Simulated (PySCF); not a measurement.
SrF, SMILES [Sr][F], multiplicity 2. Geometry optimised at PBE-D3(BJ)/def2-TZVPD. The multiplicity is an assumed one; other spin states were not compared. The def2 effective core potentials stand for the cores of Sr; spin–orbit coupling is left out.

The numbers are results of PBE-D3(BJ)/def2-TZVPD (PySCF), not measurements.

Harmonic wavenumbers (cm⁻¹): 488. Rotational constants (GHz): 7.393 (linear); symmetry number 1.

Problem. Work out the zero-point energy and the ideal-gas rigid-rotor harmonic-oscillator thermochemistry at 298.15 K and 1 atm.

Solution. ZPE = ½ Σ hcν = ½ × 488 cm⁻¹ = 2.92 kJ/mol. H − E(el) = 12.21 kJ/mol. Entropy in J/(mol K): translation 166.98, rotation 64.30, vibration 2.89, spin 5.76, total 239.93. G − E(el) = -59.33 kJ/mol. Cp = 34.44 J/(mol K).
